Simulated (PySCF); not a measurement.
Pb⁺ (lead, charge +1) across methods

[Xe] 4f14 5d10 6s1 6p1 6d1, one real determinant (an excited configuration). Computed with PySCF 2.14 in aug-cc-pVTZ-PP with one added diffuse shell each of d, f type with ECP60MDF (6s5p5d3f, 67 functions), with a scalar-relativistic core potential.

```csv
method,E (hartree),mean ε 6s α (eV),mean ε 6p α (eV),mean ε 6d α (eV),Σ⟨r²⟩ (bohr²),⟨S²⟩
r2SCAN,-192.0746,-23.815,-13.724,-5.143,69.71,3.753
LC-wPBE,-192.0109,-27.712,-17.114,-6.575,70.95,3.752
UHF,-191.05725,-27.850,-17.211,-6.178,74.30,3.753
PBE0,-191.9941,-24.708,-14.420,-5.555,70.13,3.751
M06-L,-192.1102,-23.130,-12.978,-5.151,70.62,3.751
wB97X,-192.0093,-26.997,-16.401,-6.415,71.73,3.751
PBE,-192.0182,-23.384,-13.335,-5.234,69.40,3.751
revPBE,-192.0796,-23.307,-13.301,-5.254,69.51,3.751
LDA,-191.6969,-23.738,-13.479,-5.173,69.12,3.751
```

⟨L²⟩ = 8.01 against 12 for a pure F term, so this real determinant mixes terms. Energies and moments cover only the electrons outside the core potential. Spin-orbit coupling, absent here, splits the open shell strongly. The outer electron is Rydberg-like, and this basis confines it to a smaller radius and binds it less than a complete one would.
